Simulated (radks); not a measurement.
The numbers below are computed, except where a source is named.
All-electron atom: the scandium ion Sc9+ in [Ne] 3s2. Code: a radial shooting solver on a logarithmic mesh with Libxc functionals. Model: scalar-relativistic Kohn-Sham, r2SCAN, spin-polarised, spherical densities, finite nucleus; meta-GGA in the generalised Kohn-Sham scheme; Fermi nuclear charge, rms radius 3.5459 fm. Some entries of the table are withheld. Estimate them.

orbital  occ.  eigenvalue (eV)  <r^2> (bohr^2)
1s          2        -4625.059             (1)
2s          2        -677.5670             (2)
2p          6        -590.4639          0.1132
3s          2        -215.0284             (3)

Answer. 
(1) 1s <r^2> (bohr^2): 0.007172
(2) 2s <r^2> (bohr^2): 0.1359
(3) 3s <r^2> (bohr^2): 0.9815
